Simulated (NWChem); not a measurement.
Species: BF cation, doublet

```xyz
2

B      0.0000     0.0000    -0.7809
F      0.0000     0.0000     0.4338
```
Atoms are numbered in this order, from 1.

All runs: NWChem. Spin-unrestricted. Medium grid unless said otherwise, to which SCAN and Minnesota functionals are sensitive. All runs use the structure optimised with PBE0/def2-SVP, spin-unrestricted. No stability test was run on the SCF state. Level r2SCAN/def2-TZVP: single points from the atomic guess with DIIS by default; each run changes one setting, and all converged runs end within 0.3 mHa of each other.

| setting | SCF iterations |
|---|---|
| defaults | 7 |
| no level shifting | 7 |
| core-Hamiltonian guess | 12 |
| level shift of 0.5 Ha throughout | 14 |
| DIIS on 3 Fock matrices | 9 |
| occupation smearing of 0.005 Ha | 7 |
